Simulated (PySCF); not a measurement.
Species: [Tc(NO)Cl5]2- (charge -2 and doublet state).
SMILES: `[O+]#[N]->[Tc-3]([Cl])([Cl])([Cl])([Cl])[Cl]`

Computed, not measured: PBE0-D3(BJ)/def2-SVP geometry optimisation, gas phase, def2 core potentials past Kr in PySCF 2.14.0.

Masses are those of the commonest isotopes; rigid-rotor values at the optimised geometry. 

What are A, B and C (GHz)?

Ia = 789.17, Ib = 789.73, Ic = 817.24 u·Å²; 505379 MHz·u·Å²/I gives 640.4, 639.9 and 618.4 MHz, that is A = 0.6404, B = 0.6399, C = 0.6184 GHz.

What kind of rotor is it?

An oblate symmetric top, as the point group C4v requires two equal moments. Ray's parameter κ = (2B − A − C)/(A − C) = 0.959; −1 is the prolate and +1 the oblate limit.

Is it planar, by Δ = Ic − Ia − Ib?

Not planar: Δ = Ic − Ia − Ib = -761.67 u·Å². For a rigid frame Δ = −2 Σ m c², so Σ m c² = 380.83 u·Å² lies off the ab plane. The atom farthest from that plane is 2.97 Å away.

Give the other two planar moments, Paa and Pbb, and the rms extents of the mass along the axes.

Paa = Σ m a² = (Ib + Ic − Ia)/2 = 408.90 and Pbb = Σ m b² = (Ia + Ic − Ib)/2 = 408.34 u·Å². With the mass M = 301.75 u, the rms extents √(P/M) along a, b and c are 1.16, 1.16, 1.12 Å.

Where do the R-branch lines fall?

The dipole of 2.58 D (about the centre of mass, as the species is charged) lies along the symmetry axis, so ΔK = 0 and J+1 ← J falls at 2B(J+1) for every K: 1.28 GHz, 2.56 GHz, 3.84 GHz, 5.12 GHz, 6.40 GHz for J = 0 to 4.

Estimate the classical rotational partition function at 10 K, 50 K and 298.15 K.

Point group C4v, symmetry number σ = 4; q = (√π/σ)·√((kT/h)³/(ABC)), k/h = 20836.6 MHz/K: 2650 at 10 K, 29600 at 50 K, 431000 at 298.15 K.

For this open shell read J as N, the rotation without spin; fine and hyperfine splittings come on top. Stationary, but not proved a minimum. ⟨S²⟩ = 0.859 (exact for a doublet: 0.75). Whether so highly charged an anion holds all its electrons in the gas phase wasn't checked; a finite basis holds them in any case. The ion is multiply charged and computed without counter-ions or solvent. The geometry's basis has no diffuse functions, a weakness for an anion. Constants of a rigid frame at the computed geometry: no zero-point averaging, no centrifugal distortion.

Hardware: one thread, Arm Neoverse V2, no GPU, shared host. Cost: 3.0 min of wall time. This is the geometry optimisation.

Neither the SCF state along the optimisation nor the shape of the open-shell metal species was proved the lowest: other solutions of the same spin, or a structure of lower symmetry, can lie below.
